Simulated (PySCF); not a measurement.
AlH3, SMILES [AlH3]. Geometry: ωB97X-D3(BJ)/def2-TZVPD. The isomer is the one that the SMILES or the coordinates give; other isomers of the formula were not compared.

Computed equilibrium geometry at ωB97X-D3(BJ)/def2-TZVPD (PySCF confirms it by a frequency run) as a Z-matrix, and its point group:
point group D3h.
```
Al
H 1 1.5827
H 1 1.5827 2 120.00
H 1 1.5827 2 120.00 3 180.00
```
Charge 0, spin multiplicity 1.
